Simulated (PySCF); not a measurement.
Lowest singlet excitation (eV) of eight silicon and germanium compounds: TDA-PBE beside TDA-M06-2X, computed with PySCF for isolated molecules in the bases named; differences from unrounded values. The eight are the first of their class met in an unordered collection, after screening for sound electronic states; none was chosen by its value. Each molecule has one DFT geometry for both levels.

```json
[
 {"molecule": "C3H8OSi, SMILES C1CC[SiH]1O", "basis": "def2-SVPD", "TDA-M06-2X": "6.99", "TDA-PBE": "6.01", "difference": "-0.98"},
 {"molecule": "CH5F2NOSi, SMILES NC[Si](O)(F)F", "basis": "def2-SVPD", "TDA-M06-2X": "6.22", "TDA-PBE": "4.84", "difference": "-1.38"},
 {"molecule": "Si(Cl)2(GeH3)(OH) (Cl2GeH4OSi), SMILES O[Si](Cl)(Cl)[GeH3]", "basis": "def2-SVPD", "TDA-M06-2X": "7.32", "TDA-PBE": "6.50", "difference": "-0.82"},
 {"molecule": "CH6ClFOSi2, SMILES O[C@H]([SiH3])[Si@@H](F)Cl", "basis": "def2-SVPD", "TDA-M06-2X": "6.36", "TDA-PBE": "5.29", "difference": "-1.07"},
 {"molecule": "CH5FO2Si2, SMILES O=CO[SiH2][SiH2]F", "basis": "def2-SVPD", "TDA-M06-2X": "5.63", "TDA-PBE": "5.40", "difference": "-0.23"},
 {"molecule": "Si(F)(OH)(OMe)(NH2) (CH6FNO2Si), SMILES CO[Si](N)(O)F", "basis": "def2-SVPD", "TDA-M06-2X": "7.20", "TDA-PBE": "6.02", "difference": "-1.18"},
 {"molecule": "CH₅FO₂Si₂, SMILES O[Si@]1(F)CO[SiH2]1", "basis": "def2-SVPD", "TDA-M06-2X": "6.00", "TDA-PBE": "5.35", "difference": "-0.65"},
 {"molecule": "ethenyl(ethynyl)silane (C4H6Si), SMILES C#C[SiH2]C=C", "basis": "def2-SVPD", "TDA-M06-2X": "5.58", "TDA-PBE": "5.30", "difference": "-0.28"}
]
```

TDA-PBE lies below TDA-M06-2X in 8 and above it in 0 of the eight; the mean signed difference is -0.82 and the largest -1.38 eV.
